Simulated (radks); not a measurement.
Species: Pb IV. Configuration: [Kr] 4d10 4f14 5s2 5p4 5d10 6s1 7s2 (not the ground configuration). All-electron calculation, Dirac Kohn-Sham, PBE, spin-unpolarised, spherical densities, point nucleus; open shells fill j = l - 1/2 first. Program: a radial shooting solver on a logarithmic mesh with Libxc functionals.

Normalised radial functions P(r) = r R(r) (large component), r in bohr:

r,5p1/2,6p1/2
0.003458,0.0465,0.0190
0.005499,0.0798,0.0325
0.008816,0.1374,0.0560
0.01413,0.2238,0.0912
0.02266,0.3168,0.1290
0.03633,0.3206,0.1303
0.05777,0.0797,0.0316
0.09262,-0.3683,-0.1506
0.1485,-0.3587,-0.1426
0.2381,0.4637,0.1938
0.3817,0.4657,0.1627
0.6119,-0.8746,-0.3750
0.9732,-1.1488,-0.1565
1.56,-0.3697,0.6676
2.501,-0.0286,0.6775
4.01,-0.0003,0.1871
6.429,0.0000,0.0095
10.22,0.0000,0.0000

5p1/2: eigenvalue -153.49 eV, 3 radial nodes at r = 0.0632, 0.187, 0.457 bohr, <r> = 0.899 bohr, 90 % of the charge inside 1.29 bohr. 6p1/2 (empty): eigenvalue -37.686 eV, 4 radial nodes at r = 0.0630, 0.186, 0.442, 1.06 bohr, <r> = 2.17 bohr, 90 % of the charge inside 3.12 bohr.
